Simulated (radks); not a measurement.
The numbers below are computed, except where a source is named.
Problem. The mean radii <r> (bohr) of the occupied orbitals of an atom or ion are listed with their occupations. Code: a radial shooting solver on a logarithmic mesh with Libxc functionals. Model: scalar-relativistic Kohn-Sham, PBE, spin-polarised, spherical densities, finite nucleus; Fermi nuclear charge, rms radius of each element as measured or else 0.836 A^(1/3) + 0.57 fm.

| orbital | occ. | <r> |
|---|---|---|
| 1s up | 1 | 0.1113 |
| 1s down | 1 | 0.1113 |
| 2s up | 1 | 0.5678 |
| 2s down | 1 | 0.5678 |
| 2p up | 3 | 0.5373 |
| 2p down | 3 | 0.5372 |
| 3s up | 1 | 2.063 |
| 3s down | 1 | 2.063 |
| 3p up | 1 | 2.467 |
| 4p up | 1 | 8.473 |

Name the element and its charge. Open shells, if any, are filled with parallel spins first.

Solution. Z = 14, silicon, charge 0: Si in [Ne] 3s2 3p1 4p1. The 1s radius gives Z: for a bare nucleus <r> = (2 gamma + 1)/(2Z) with gamma = sqrt(1 - (Z/c)^2), 0.1068 bohr for Z = 14, and screening makes it slightly larger (0.1113 here). The occupations add up to 14, and the charge is Z minus that.
